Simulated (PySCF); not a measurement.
Problem. Write Cartesian coordinates for InChI=1S/C3H2BBrF2/c5-3-1-2(3)4(6)7/h1,3H/t3-/m1/s1 as optimised with PBE0-D3(BJ)/def2-SVP.

Solution. 
```xyz
9
C3H2BBrF2 angstrom
F      1.5051   -1.1195   -2.0091
B      0.7696   -0.1359   -1.5344
F      0.6025    0.9306   -2.2822
C      0.1091   -0.2327   -0.1447
C      0.0659   -0.7221    1.0738
C     -0.8930    0.3396    0.7907
Br    -0.6228    2.1160    1.5533
H      0.4960   -1.3680    1.8366
H     -1.9704    0.1733    0.6795
```

Any rigid rotation of these coordinates is as good. Atoms count from 1 in this order. The 3 C–C bonds span 1.314 Å (C4=C5, drawn double) to 1.486 Å (C4–C6, drawn single), a spread of 0.172 Å. B2 (three-coordinate boron) is planar (angles 121.2°, 120.7° and 118.2°, sum 360.0°, 0.00 Å off the plane of its three neighbours). The 3-membered ring C4–C5–C6 has internal angles of 53.0° to 64.6°.

Bonds between heavy atoms (Å): F1–B2 1.317, B2–F3 1.313, B2–C4 1.542, C4=C5 1.314, C5–C6 1.458, C6–Br7 1.952, C4–C6 1.486.

Computed with PBE0-D3(BJ)/def2-SVP geometry optimisation, gas phase (PySCF).

Point group: C1 (no symmetry element, even within 0.4 Å). Not checked by PBE0-D3(BJ)/def2-SVP frequencies. One conformer, not necessarily the lowest (F1–B2–C4–C5 25°).

Time: 83 s; peak memory 0.50 GiB. Hardware: one thread of an Arm Neoverse V1, on a shared host. This is the geometry optimisation.
